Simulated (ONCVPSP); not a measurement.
boron (B): excitation energies, all-electron against ONCV

ONCVPSP 4.0.1 input, shortened (lines: element, Z, core and valence counts, functional; n l f; lmax; l rc ep ncon nbas qcut; lloc lpopt rc5 dvloc0; l nproj debl; icmod fcfact rcfact), BLYP, scalar-relativistic:

```
  B 5.00    1    2  -106131      upf
    1    0    2.00
    2    0    2.00
    2    1    0.75
    2
    0    1.40    0.00    4    8    5.40
    1    2.95    0.00    4    8    4.70
    2    2.55    0.23    3    8    3.40
    4    5    1.10    0.00
    0    2    0.60
    1    2    1.20
    2    1    3.00
    0    0.00    0.00
```

Energies are relative to the spin-unpolarised reference configuration 2s2 2p0.75; without spin polarisation the order of configurations can differ from experiment.

(1) Give the all-electron excitation energy and the error of the potential for: 2s2 2p1; 2s2 2p0; 2s1 2p0; 2s0 2p3.

## Answers

(1)

```json
{"valence configuration": "2s2 2p1", "charge": "0", "ΔE all-electron (eV)": "-1.147", "error AE − PS (meV)": "+2.6"}
{"valence configuration": "2s2 2p0", "charge": "+1", "ΔE all-electron (eV)": "7.026", "error AE − PS (meV)": "+62"}
{"valence configuration": "2s1 2p0", "charge": "+2", "ΔE all-electron (eV)": "32.376", "error AE − PS (meV)": "+253"}
{"valence configuration": "2s0 2p3", "charge": "0", "ΔE all-electron (eV)": "10.451", "error AE − PS (meV)": "-27"}
```
